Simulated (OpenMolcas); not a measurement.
# Cu³⁺: Racah parameters, the spin-orbit constant, worked from levels

```json
{"Program": "OpenMolcas", "Basis": "ANO-RCC-VQZP [7s6p4d3f2g1h]", "Scalar Hamiltonian": "DKH2, point nucleus", "Active space": "8 electrons in 5 orbitals (3d)", "State averaging": "2S+1 = 3 even, 10 roots; 2S+1 = 1 even, 15 roots", "Spin-orbit coupling": "state interaction with AMFI integrals over the reference wave functions, term energies averaged over their components"}
```

Methods: CASSCF; SS-CASPT2, IPEA 0.25 Eh, imaginary shift 0.1 Eh (closed shells correlated: 3s 3p). Measured levels: Sugar and Musgrove, J. Phys. Chem. Ref. Data 19, 527 (1990).

**Racah parameters.** Above 3F, d8 has 3P at 15B, 1G at 12B + 2C and 1D at 5B + 2C. The first two fix B and C, and the third tests them; where it misses by thousands of cm-1, two parameters do not describe the configuration (Trees and configuration-interaction terms are left out) and B and C hang on the terms chosen. Term energies are centres of gravity, weighted by 2J + 1.

```csv
Source,3P,1G,B,C,C/B,"1D from B, C",1D found
CASSCF,22665,29035,1511,5452,3.61,18459,18250
SS-CASPT2,18664,25393,1244,5231,4.20,16682,14155
measured,18557,25560,1237,5357,4.33,16899,14895
```

Energies in cm-1. From CASSCF to SS-CASPT2, B changes by -17.7 % and C by -4.1 %. Against the measured terms, SS-CASPT2 has B off by +0.6 % and C by -2.4 %.

**The spin-orbit constant.** For the Hund term 3F of d8, E(J) = (A/2) J(J+1) + constant and ζ = -2S·A = -2A. From J = 2 to J = 4 the energy changes by 7 A.

```json
{"Source": "CASSCF", "E(4) - E(2)": "-3078.1", "A": "-439.7", "ζ": "879"}
{"Source": "SS-CASPT2", "E(4) - E(2)": "-3043.5", "A": "-434.8", "ζ": "870"}
{"Source": "measured", "E(4) - E(2)": "-3077.6", "A": "-439.7", "ζ": "879"}
```

All in cm-1. SS-CASPT2 is off by -1.1 % and CASSCF by 0 %. Both methods take the spin-orbit matrix elements from the reference wave functions, so the second can move ζ only through the term energies and any multistate remixing. Second-order mixing with other terms is absorbed into this ζ.

CASPT2 does not keep the components of a term degenerate, so their means are used; among the terms shown or strongly mixed into the levels shown the widest spread is 860 cm-1 (3d8 3F, SS-CASPT2). Without dynamic correlation excited terms often stand tens of per cent too high (terms of higher spin than the ground term too low), and those without a measured partner can miss by more than the paired ones (holds for CASSCF). Measured partners are found by configuration, term and J. A level has none where our copy of the source lacks it or the pairing is in doubt (some pairs that miss far off the trend of their configuration count as doubtful), and it then counts in no deviation. Levels of configurations outside the active space are missing.
